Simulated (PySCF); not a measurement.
Static response to an electric field

Para-cyanophenol, C7H5NO.
Structure used (GFN2-xTB), in Å, numbered top down from 1:
```
atom  x, y, z in Å
N1     3.8415   -0.5599   -0.1491
C2     2.7106   -0.3744   -0.1029
C3     1.3177   -0.1508   -0.0459
C4     0.8205    1.1354    0.1778
C5    -0.5382    1.3494    0.2336
C6    -1.4231    0.2838    0.0663
O7    -2.7496    0.5428    0.1284
C8    -0.9272   -0.9985   -0.1575
C9     0.4336   -1.2166   -0.2127
H10    1.5080    1.9578    0.3068
H11   -0.9426    2.3336    0.4067
H12   -3.2578   -0.2682    0.0011
H13   -1.6136   -1.8247   -0.2888
H14    0.8195   -2.2100   -0.3861
```

Level: PBE0/def2-SVPD (PySCF), static field, nuclei fixed, core orbitals frozen in the response. The polarisability tensor in these axes (au):

```
x   133.50  -5.90  -2.17
y    -5.90  85.42   6.06
z    -2.17   6.06  51.02
```

Problem. Give the principal values, the mean and the anisotropy Δα = √{½[(α1 − α2)² + (α2 − α3)² + (α1 − α3)²]}.

Solution. Principal values 49.97, 85.66 and 134.32 au; mean 89.98 au = 13.33 Å³ = 14.84 × 10⁻⁴⁰ C²·m²/J; Δα = 73.33 au (81 % of the mean).

Problem. What is the dipole moment, and where does it point?

Solution. (-5.18, -0.49, -0.01) D, 5.20 D in size, pointing from the negative to the positive side. Measured along this direction, the outermost atoms are N1 at the negative end and H12 at the positive end.

Problem. How large is μ²/3kT at 298 K beside α?

Solution. In Gaussian units μ²/3kT = 219.20 Å³ against 13.33 Å³, a ratio of 16.44; the Debye molar polarisation (4π/3)N_A(α + μ²/3kT) is 586.6 cm³/mol, leaving out the vibrational part.

Problem. Directions of the eigenvectors, and the extent of the frame along each?

Solution. Largest value along (0.99, -0.12, -0.03), where the nuclei span 7.08 Å; middle along (0.13, 0.98, 0.16), 4.35 Å; least along (0.01, -0.17, 0.99), 0.00 Å. The response follows the extents in order.

Problem. Molar refractivity from α?

Solution. Lorentz–Lorenz: R = (4π/3)N_A α = 2.5225 cm³/(mol·Å³) × 13.33 Å³ = 33.6 cm³/mol, in the limit of long wavelengths.

One conformer (not necessarily the lowest) at the GFN2-xTB geometry, without solvent, vibrations or thermal averaging.
